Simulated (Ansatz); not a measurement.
Relaxation of Rb5H4 with UKS B3LYP-D4/def2-SVP.

```sh
$ ansatz run in.yaml --threads 4 --pin off --events-out ev --progress --plain --max-ram 4787MiB
```

```yaml
crystal:
  periodic: [false, false, false]
  atoms:
    - {symbol: Rb, position_ang: [-0.248360, 2.122330, 0.769870]}
    - {symbol: Rb, position_ang: [-1.160600, -0.763120, -1.800560]}
    - {symbol: Rb, position_ang: [0.680040, -1.684700, 1.624430]}
    - {symbol: Rb, position_ang: [-3.901180, 0.300540, 1.101390]}
    - {symbol: Rb, position_ang: [2.658160, 0.241290, -1.201290]}
    - {symbol: H, position_ang: [1.114970, -1.972600, -1.007820]}
    - {symbol: H, position_ang: [-1.425750, -0.335690, 0.869140]}
    - {symbol: H, position_ang: [1.945020, 0.663210, 1.367440]}
    - {symbol: H, position_ang: [0.337710, 1.428750, -1.722600]}
basis:
  gaussian: {orbitals: def2-SVP}
magnetization: {spin_polarized: true, initial_magnetization: 1}
hamiltonian: {xc: {name: B3LYP}, dispersion: d4}
scf: {lower_state_search: "off"}
output: {orbitals: {seedname: orbitals}}
relax: {f_tol: 0.02, max_steps: 100}
```

Hardware: 4 threads of Arm Neoverse V1 on a shared host. Wall time 41 s.

Positions (Å) and forces (eV/Å) at steps 1, 2, 3, 4, 7, 9 of 9:

```xyz
9
step=1 energy=-3345.2948 eV
Rb   -0.248    2.122    0.770    0.137    0.317    0.119
Rb   -1.161   -0.763   -1.801   -0.022   -0.165   -0.332
Rb    0.680   -1.685    1.624    0.168   -0.240    0.209
Rb   -3.901    0.301    1.101   -0.516    0.038    0.144
Rb    2.658    0.241   -1.201    0.240    0.008   -0.109
H     1.115   -1.973   -1.008    0.017   -0.107   -0.045
H    -1.426   -0.336    0.869   -0.038   -0.022    0.038
H     1.945    0.663    1.367    0.062    0.053    0.091
H     0.338    1.429   -1.723   -0.048    0.117   -0.115
9
step=2 energy=-3345.4574 eV
Rb   -0.180    2.241    0.811    0.058   -0.025   -0.026
Rb   -1.152   -0.827   -1.930    0.071    0.012    0.001
Rb    0.733   -1.761    1.693    0.006    0.047   -0.052
Rb   -4.081    0.290    1.176   -0.241    0.007    0.079
Rb    2.738    0.246   -1.242   -0.035   -0.011    0.018
H     1.133   -2.008   -1.017    0.046   -0.052   -0.010
H    -1.495   -0.315    0.872    0.016   -0.019    0.010
H     1.977    0.671    1.393    0.064   -0.001    0.032
H     0.326    1.463   -1.756    0.014    0.042   -0.053
9
step=3 energy=-3345.5006 eV
Rb   -0.149    2.221    0.775    0.021    0.020   -0.013
Rb   -1.105   -0.799   -1.931    0.016    0.005   -0.023
Rb    0.695   -1.723    1.669    0.017   -0.009    0.004
Rb   -4.225    0.224    1.298   -0.138   -0.001    0.051
Rb    2.774    0.229   -1.242    0.020   -0.008    0.002
H     1.169   -2.023   -1.014    0.008   -0.014   -0.007
H    -1.576   -0.285    0.865    0.043    0.001   -0.019
H     2.019    0.661    1.392    0.014    0.004    0.010
H     0.398    1.494   -1.813    0.000    0.003   -0.006
9
step=4 energy=-3345.5186 eV
Rb   -0.119    2.244    0.735    0.001    0.002   -0.003
Rb   -1.071   -0.773   -1.968   -0.001    0.003   -0.001
Rb    0.666   -1.707    1.662   -0.004    0.002    0.000
Rb   -4.342    0.141    1.437   -0.028   -0.009    0.020
Rb    2.817    0.202   -1.226    0.005   -0.007    0.006
H     1.176   -2.033   -1.016    0.006    0.000   -0.002
H    -1.609   -0.232    0.816    0.003    0.004   -0.007
H     2.027    0.661    1.399    0.006    0.000   -0.002
H     0.455    1.496   -1.837    0.011    0.005   -0.010
9
step=7 energy=-3345.5239 eV
Rb   -0.084    2.285    0.662   -0.001    0.000   -0.004
Rb   -1.035   -0.720   -2.027    0.003    0.005    0.000
Rb    0.568   -1.663    1.650   -0.004   -0.009    0.012
Rb   -4.394   -0.043    1.659    0.024   -0.003   -0.006
Rb    2.874    0.139   -1.178   -0.007    0.004   -0.002
H     1.153   -2.032   -1.005    0.002    0.001    0.001
H    -1.653   -0.132    0.720   -0.020    0.004    0.004
H     2.004    0.661    1.407    0.002   -0.002   -0.001
H     0.568    1.505   -1.888    0.002    0.001   -0.002
9
step=9 energy=-3345.5245 eV
Rb   -0.076    2.289    0.642   -0.005    0.012    0.007
Rb   -1.022   -0.702   -2.037   -0.013   -0.006   -0.006
Rb    0.539   -1.661    1.660    0.000   -0.007    0.006
Rb   -4.360   -0.088    1.691    0.005   -0.001   -0.001
Rb    2.866    0.131   -1.168    0.017   -0.002   -0.002
H     1.140   -2.036   -0.993   -0.002    0.008    0.001
H    -1.664   -0.108    0.701    0.002    0.003   -0.004
H     1.994    0.655    1.413   -0.005   -0.001   -0.006
H     0.585    1.519   -1.909    0.001   -0.006    0.006
```

In the def2 sets Rb takes a core potential; there is no spin–orbit coupling. The relaxation made no stability test and no search for a lower SCF solution. The structure comes from a short search, and lower isomers may exist.
